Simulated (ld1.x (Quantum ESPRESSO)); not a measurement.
## Configuration tests for neon (ultrasoft)

| Property | Result |
| --- | --- |
| Element | Ne |
| Generator | ld1.x (Quantum ESPRESSO) 7.5 |
| Type | ultrasoft |
| Functional | PBE |
| Relativity | scalar-relativistic |
| Frozen core | [He] |
| Valence charge | 8 |
| Reference configuration | 2s2 2p6 |
| Partial waves | 2s (bound): rcut 0.60, rcutus 0.80 bohr; 2s channel at -1.2 Ry: rcut 0.60, rcutus 0.80 bohr; 2p (bound): rcut 0.65, rcutus 0.80 bohr; 2p channel at -0.2 Ry: rcut 0.65, rcutus 0.80 bohr |
| Local potential | all-electron potential smoothed inside 0.65 bohr (lloc = -1) |
| Core correction | a·sin(br)/r model core inside 0.80 bohr |
| Augmentation charge | built from norm-conserving waves at rcut, not smoothed further |

Energies are relative to the spin-unpolarised reference configuration 2s2 2p6; without spin polarisation the order of configurations can differ from experiment.

| valence configuration | charge | ΔE all-electron (eV) | error AE − PS (meV) |
| --- | --- | --- | --- |
| 2s2 2p5 | +1 | 22.475 | -0.9 |
| 2s2 2p4 | +2 | 65.744 | +5.0 |
| 2s1 2p6 | +1 | 45.883 | +4.8 |
| 2s2 2p2 | +4 | 227.803 | +136 |
| 2s2 2p5.5 | +0.5 | 8.868 | -0.8 |

Q: What are ΔE and the potential's error for 2s2 2p3?

A: ΔE = 133.174 eV all-electron; the error (AE − PS) is +35 meV.

Levels in the configuration 2s2 2p5.5:

```
level  all-electron (eV)  pseudo (eV)
   2s            -45.576      -45.578
   2p            -22.314      -22.313
```

ld1.x printed “convergence not achieved” for 1 of the counted tests; its residual had stalled under 1e-8, short of the target of 1e-14.
